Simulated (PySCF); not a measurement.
# UHF on Pb⁺ (lead, charge +1)

Configuration: [Xe] 4f14 5d10 6s2 7s1, 2S determinant (an excited configuration). All numbers are calculated (PySCF 2.14, scalar relativity by spin-free X2C-1e, in aug-cc-pwCVTZ-DK3 (11s10p8d5f1g, 125 functions)).

```
Total energy                        : -20877.470695 hartree
One-electron energy                 : -28538.0714 hartree
Hartree (Coulomb) energy            : 8050.0524 hartree
Exchange energy                     : -389.4516 hartree
⟨S²⟩                                : 0.7501
⟨L²⟩                                : 0.000
Sum of ⟨r⟩                          : 48.11 bohr
Sum of ⟨r²⟩                         : 83.38 bohr²
Langevin diamagnetic susceptibility : -66.0 ×10⁻⁶ cm³/mol
```

```csv
shell,electrons,mean orbital energy (eV),"rms radius, mean of both spins (bohr)"
1s α,1,-88470.8,0.0181
1s β,1,-88470.8,0.0181
2s α,1,-15991.6,0.0730
2s β,1,-15991.6,0.0730
2p α,3,-13789.1,0.0673
2p β,3,-13789.1,0.0673
3s α,1,-3920.3,0.186
3s β,1,-3920.2,0.186
3p α,3,-3275.6,0.189
3p β,3,-3275.6,0.189
3d α,5,-2582.7,0.173
3d β,5,-2582.7,0.173
4s α,1,-935.78,0.408
4s β,1,-935.75,0.408
4p α,3,-719.81,0.435
4p β,3,-719.80,0.435
4d α,5,-457.93,0.462
4d β,5,-457.92,0.462
5s α,1,-178.58,0.915
5s β,1,-178.52,0.915
4f α,7,-170.16,0.494
4f β,7,-170.15,0.494
5p α,3,-115.98,1.04
5p β,3,-115.95,1.04
5d α,5,-40.721,1.38
5d β,5,-40.677,1.38
6s α,1,-25.191,2.37
6s β,1,-24.924,2.37
7s α,1,-7.280,6.10
```

Spin-orbit coupling, which splits the p, d and f shells strongly at this Z, is absent. The outer electron is Rydberg-like, and this basis confines it to a smaller radius and binds it less than a complete one would.

Densities and radii are taken from the X2C orbitals without a picture-change correction, which distorts them close to the nucleus.
